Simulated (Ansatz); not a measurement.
Isolated molecules relaxed with PBE0-D4/def2-TZVP in Ansatz; ΔE leaves out vibrations. CBS: MP2 limit from def2 TZ/QZ plus the TZ coupled-cluster correction, frozen cores. DFT in def2-TZVPP. B3LYP here is the variant with VWN-RPA as its local correlation; programs differ in this. def2 core potentials past Kr. For In, Se outer-core shells are correlated without core-valence functions, which leaves a few kJ/mol of doubt a bond. Scalar relativity is left out up to krypton. Each species was taken in one conformer, which may not be the lowest.

Reaction (ligand exchange at the Si–O bond): `C[Si](C)(C)[O][In]([Cl])[Cl]` + `Cl[Si](Cl)(Cl)[SeH]` → `C[Si](C)(C)[Se][Si](Cl)(Cl)Cl` + `[OH][In]([Cl])[Cl]`

```json
{"level": "BHLYP-D4", "ΔE (kJ/mol)": "35.7"}
{"level": "B2PLYP", "ΔE (kJ/mol)": "38.8"}
{"level": "B3LYP", "ΔE (kJ/mol)": "43.3"}
{"level": "MP2/def2-TZVPP", "ΔE (kJ/mol)": "26.1"}
```

Question: What does CCSD(T)/CBS give? (An estimate is asked.)

Answer: Computed: +32.1 kJ/mol. The listed levels differ from it by 3.6, 6.7, 11.2, -6.0 kJ/mol.

Largest T1 diagnostic among the species: 0.014.

The D4 term adds −13.7 kJ/mol with B3LYP and −7.9 kJ/mol with PBE0; it sums over pairs of atoms, weighted by their polarisabilities, and B3LYP, whose exchange is more repulsive, gets the larger term. Leaving LDA and LC-ωPBE aside and taking each functional with its dispersion term where it has one, the values, not all of them listed here, spread over 27.4 kJ/mol, from revPBE-D4 to CAM-B3LYP-D4. At CCSD(T), def2-SVP lies +6.5 kJ/mol from the extrapolated value and def2-TZVPP +4.1 kJ/mol.

CCSD(T)/CBS has its own doubt, a few kJ/mol and more with outer-core shells, so smaller differences from it don't rank the levels.
